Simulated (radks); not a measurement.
Question: Isoelectronic series with 19 electrons, all held in the configuration [Ar] 4s1, which need not be the ground one along the series. Method: Dirac Kohn-Sham, LDA (Slater exchange, Perdew-Wang correlation), spin-unpolarised, spherical densities, finite nucleus; Fermi nuclear charge, rms radius of each element as measured or else 0.836 A^(1/3) + 0.57 fm; computed with a radial shooting solver on a logarithmic mesh with Libxc functionals. Total energies (hartree) and mean radii <r> (bohr):

ion,E (hartree),4s1/2,3p3/2,3p1/2,3s1/2
K,-600.56100,4.902,1.441,1.432,1.270
Sc2+,-761.46355,2.925,1.141,1.134,1.061
V4+,-942.79837,2.229,0.9515,0.9449,0.9107
Mn6+,-1144.61037,1.830,0.8188,0.8124,0.7978
Co8+,-1366.99233,1.562,0.7198,0.7135,0.7100
Cu10+,-1610.06295,1.366,0.6428,0.6364,0.6395
Ga12+,-1873.96073,1.216,0.5809,0.5745,0.5818
As14+,-2158.84187,1.096,0.5301,0.5236,0.5335
Br16+,-2464.87932,0.9988,0.4876,0.4808,0.4925
Rb18+,-2792.26246,0.9172,0.4514,0.4445,0.4572
Nb22+,-3511.90588,0.7885,0.3930,0.3857,0.3995
Tc24+,-3904.63010,0.7366,0.3692,0.3616,0.3756
Rh26+,-4319.62994,0.6911,0.3480,0.3402,0.3543
Ag28+,-4757.18645,0.6507,0.3291,0.3211,0.3351
In30+,-5217.59830,0.6146,0.3121,0.3039,0.3178

Estimate the row of Sb32+.

Answer: E (hartree) -5701.18928; 4s1/2 0.5822; 3p3/2 0.2968; 3p1/2 0.2883; 3s1/2 0.3020.
